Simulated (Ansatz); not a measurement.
**Which method gave which barrier?**

Saddle point of GaSiH7O, singlet (GaH₃O ([OH][GaH2]) + SiH₄ → GaSiH₅ ([SiH3][GaH2]) + H₂O (still joined by a long Ga–O bond); bonds formed: Ga1–Si6, O2–H5; bonds broken: H5–Si6; bonds weakened to dative contacts: Ga1–O2), PBE0-D4/def2-TZVP structure:

```csv
atom,x (Å),y (Å),z (Å)
Ga1,-0.5891,-0.1734,-1.2150
O2,0.4532,1.4782,-1.1131
H3,0.2094,-1.3148,-1.9185
H4,-2.1128,0.1292,-1.1775
H5,0.4362,0.7942,0.0178
Si6,0.0950,-0.3685,1.3883
H7,1.3261,1.4107,-1.5142
H8,1.4505,-0.7840,1.8413
H9,-0.7120,-1.6237,1.2476
H10,-0.5565,0.4520,2.4432
```

Program: Ansatz 0.2.0. Basis: def2-TZVPP, with def2-QZVPP for the basis limit. Cores are frozen in the correlated methods. Filled d shells of the heavier atoms are correlated. The def2 sets are not built for correlating such inner shells, so the correlated values are less sure here. B3LYP uses VWN-RPA correlation. Extrapolation: Hartree–Fock as exp(−7.88 √X), correlation as X^−2.97. Four methods, as single points on the PBE0-D4 structures, gave these electronic barriers from the start structure: 16.80, 31.50, 36.21, 47.86 kcal/mol.

(1) The methods were, in alphabetical order, B3LYP-D4, BHLYP-D4, HF, SPW92. Which gave which? (Judge from chemistry; the calculation decides.)

No T1 diagnostic of these runs exceeds 0.015. The start structure is not quite a true minimum (one mode of 57i cm⁻¹).

## Answers

(1) By the calculation: SPW92 16.80; B3LYP-D4 31.50; BHLYP-D4 36.21; HF 47.86 kcal/mol. For comparison, CCSD(T) at an estimated basis limit (MP2 extrapolated from triple and quadruple zeta, plus CCSD(T) − MP2 in triple zeta) gives 32.16 kcal/mol.

Labels in which every atom is bracketed show which atoms are joined, not bond orders.

For scale, one of the runs: CCSD(T)/def2-TZVPP, 219 basis functions, launched by `ansatz run in.yaml --threads 4 --pin off --events-out ev --progress --plain --max-ram 9574MiB`. The run took 63 s on 4 CPU threads of an Arm Neoverse V2 (shared host), with 3.2 GiB of host memory at its peak.
